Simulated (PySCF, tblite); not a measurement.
Isomers of C5H5PS, one GFN2-xTB conformer each. Single-point energies are computed at PBE0/pcSseg-1 (PySCF, gas phase, no added dispersion term), electronic only.

Problem. Rank them by PBE0/pcSseg-1 energy, lowest first (kcal/mol).
A. `[CH2:1]=[CH:2][c:3]1[cH:4][p:5][cH:6][s:7]1` with C1–C2–C3–C4 180°
B. `[CH2:1]=[P:2][c:3]1[cH:4][cH:5][s:6][cH:7]1` with C1–P2–C3–C4 -145°
C. `[CH2:1]=[CH:2][c:3]1[p:4][cH:5][cH:6][s:7]1` with C1–C2–C3–P4 180°

Solution. C (0.0), A (0.1), B (7.5).

As drawn, the lowest has a C=C bond outside aromatic rings, which the highest lacks. Neighbours under 2.5 kcal/mol apart (C=Cc1pccs1 and C=Cc1cpcs1) can change places with a better method, another conformer or zero-point energy. GFN2-xTB itself gives, in the same order: 0.0, 0.5, 4.9. Both levels put the same isomer lowest; measured from each level's own lowest isomer, the values differ by up to 2.6 kcal/mol (C=Pc1ccsc1: 4.9 against 7.5).

Problem. Which frontier levels, dipoles and rotational constants go with these structures?

Solution. 
```tsv
SMILES	HOMO (eV, PBE0/pcSseg-1)	LUMO (eV)	dipole (D)	A, B, C (MHz)
C=Cc1pccs1	-6.49	-1.98	1.13	3238, 1731, 1128
C=Cc1cpcs1	-6.59	-1.78	1.37	4280, 1398, 1054
C=Pc1ccsc1	-6.86	-1.81	0.93	5020, 1142, 956.5
```

Problem. What happens when harmonic zero-point energies from GFN2-xTB frequencies are added?

Solution. 
| SMILES | ZPE (kcal/mol) | electronic (kcal/mol) | with ZPE (kcal/mol) |
| --- | --- | --- | --- |
| C=Cc1pccs1 | 51.2 | 0.0 | 0.0 |
| C=Cc1cpcs1 | 51.2 | 0.1 | 0.1 |
| C=Pc1ccsc1 | 50.8 | 7.5 | 7.2 |

The zero-point energies span 0.4 kcal/mol. The order is unchanged.

Problem. As an exercise, what shares would exp(−E/RT) give at 500 K from these electronic energies alone (no entropy, no degeneracies)?

Solution. RT = 0.994 kcal/mol: C=Cc1pccs1 52.9 %, C=Cc1cpcs1 47.1 %, C=Pc1ccsc1 under 0.1 %.
